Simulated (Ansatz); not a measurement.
**SiCNCl2F (SMILES N#C[Si](F)(Cl)Cl): methods side by side**

The species is SiCNCl2F (6 atoms), meant as a singlet with charge 0. As SMILES, `N#C[Si](F)(Cl)Cl`. Geometry: optimised at PBE0/def2-SVP.

```xyz
6

N     1.7629   -1.3714    1.1213
C     0.9304   -0.7651    0.5901
Si   -0.3785    0.2138   -0.2479
F    -1.4892   -0.8161   -0.7673
Cl    0.4273    1.1875   -1.8256
Cl   -1.2109    1.4873    1.0831
```

Quantity: the dissociation energy of the Si3–C2 bond into doublet SiCl2F and doublet CN (shapes relaxed at PBE0/def2-SVP, no zero-point term), in eV. The values are calculated.

```csv
level,kind,program,value (eV),CPU time (all runs)
HF/def2-SVP,Hartree–Fock,Ansatz,4.38,2.1 s
PBE/def2-SVP,GGA,Ansatz,5.10,3.9 s
r2SCAN/def2-SVP,meta-GGA,Ansatz,5.15,10 s
B3LYP/def2-SVP,global hybrid,Ansatz,5.21,5.4 s
wB97M-V/def2-SVP,range-separated hybrid,Ansatz,5.71,19 s
MP2/def2-SVP,perturbation theory,Ansatz,6.30,3.2 s
CCSD(T)/def2-SVP,coupled cluster or CI,Ansatz,5.23,12 s
```

The values span 4.38 to 6.30 eV. Spin contamination of the reference (⟨S²⟩ at least 0.1 too high) touches HF/def2-SVP, MP2/def2-SVP, CCSD(T)/def2-SVP. Hartree–Fock misses the correlation of the electron pair that is broken and comes out low. Measured bond enthalpies also hold zero-point and thermal terms, a few tenths of an eV less. The coupled-cluster rows rest on a doubtful reference here (large T1 or Brueckner and Hartree–Fock orbitals at odds), and rows may lie in different states. Times are those of the runs behind each value, whatever else they computed, on shared processors of several kinds: orders of magnitude only.
